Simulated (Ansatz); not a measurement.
`N[SiH2]O[SiH3]` and `CS[SiH2]O[SiH3]` differ in one atom or group.

Ansatz, PBE0-D4/def2-TZVP geometries, multiplicity 1. Each molecule was computed in one conformer, which needn't be the lowest.

```csv
property,`N[SiH2]O[SiH3]`
size of the dipole moment (PBE/def2-TZVPP) / D,1.29
size of the dipole moment (ωB97M-V/def2-TZVPP) / D,1.21
HOMO–LUMO gap (ωB97M-V/def2-TZVPP) / eV,12.23
LUMO energy (PBE0/def2-TZVPP) / eV,0.31
LUMO energy (B3LYP/def2-TZVPP) / eV,0.08
size of the dipole moment (B3LYP/def2-TZVPP) / D,1.18
```

(1) What does the change do to each property? (Estimate.)

Answers

(1) Computed: 
```json
{"property": "size of the dipole moment (PBE/def2-TZVPP) / D", "`CS[SiH2]O[SiH3]`": "1.25", "shift": "-0.04"}
{"property": "size of the dipole moment (ωB97M-V/def2-TZVPP) / D", "`CS[SiH2]O[SiH3]`": "1.21", "shift": "0.00"}
{"property": "HOMO–LUMO gap (ωB97M-V/def2-TZVPP) / eV", "`CS[SiH2]O[SiH3]`": "11.00", "shift": "-1.23"}
{"property": "LUMO energy (PBE0/def2-TZVPP) / eV", "`CS[SiH2]O[SiH3]`": "-0.09", "shift": "-0.40"}
{"property": "LUMO energy (B3LYP/def2-TZVPP) / eV", "`CS[SiH2]O[SiH3]`": "-0.29", "shift": "-0.37"}
{"property": "size of the dipole moment (B3LYP/def2-TZVPP) / D", "`CS[SiH2]O[SiH3]`": "1.22", "shift": "0.04"}
```

With PBE0 the HOMO rises by 0.70 eV and the LUMO falls by 0.40 eV, so the gap narrows by about 1.10 eV. PBE moves the HOMO by 0.44 eV and ωB97M-V by 0.92 eV. Dipoles are sizes alone; their direction can turn.

B3LYP here is the variant with VWN-RPA as its local correlation; programs differ in this.
